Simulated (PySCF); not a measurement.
Geometry:
| atom | x (Å) | y (Å) | z (Å) |
| --- | --- | --- | --- |
| C1 | 2.195 | 0.368 | 0.034 |
| C2 | 0.966 | -0.419 | 0.466 |
| C3 | -0.217 | -0.138 | -0.456 |
| O4 | -0.666 | 1.204 | -0.318 |
| C5 | -1.978 | 1.253 | -0.087 |
| O6 | -2.615 | 2.236 | 0.054 |
| O7 | -2.503 | -0.010 | -0.071 |
| C8 | -1.493 | -0.949 | -0.119 |
| F9 | -1.381 | -1.552 | 1.105 |
| H10 | 1.974 | 1.432 | 0.026 |
| H11 | 3.012 | 0.187 | 0.726 |
| H12 | 2.512 | 0.071 | -0.963 |
| H13 | 0.689 | -0.147 | 1.485 |
| H14 | 1.168 | -1.491 | 0.442 |
| H15 | 0.069 | -0.290 | -1.505 |
| H16 | -1.740 | -1.746 | -0.830 |

Geometry: GFN2-xTB; GIAO absolute shieldings from PySCF 2.14, gas phase, non-relativistic, averaged over equivalent atoms.

At PBE0/pcseg-1 (161 basis functions, 62 s wall time on 1 thread of an Intel Xeon, shared host):
```csv
atoms,σ (ppm)
C5,45.1
C8,84.7
C3,108.0
C2,167.6
C1,181.9
O6,51.5
O7,141.0
O4,181.1
F9,332.0
H16,25.68
H15,27.66
H13,29.92
H14,30.19
H10/H11/H12,30.54
```

What do these become at PBE0/ANO-RCC-VDZP?

Answers


```
      atoms  σ at PBE0/ANO-RCC-VDZP  change
         C5                    39.7    -5.4
         C8                    79.4    -5.3
         C3                   105.5    -2.5
         C2                   163.4    -4.2
         C1                   178.4    -3.5
         O6                    51.0    -0.5
         O7                   140.3    -0.7
         O4                   177.2    -3.9
         F9                   335.8    +3.8
        H16                   25.64   -0.04
        H15                   27.41   -0.25
        H13                   29.87   -0.05
        H14                   30.07   -0.12
H10/H11/H12                   30.63   +0.09
```

The largest change is at C5 (carbonate carbon). Cost: 161 basis functions, 2.2 min wall time on 1 thread of an Intel Xeon, shared host. The order of the carbon signals is the same at both levels.
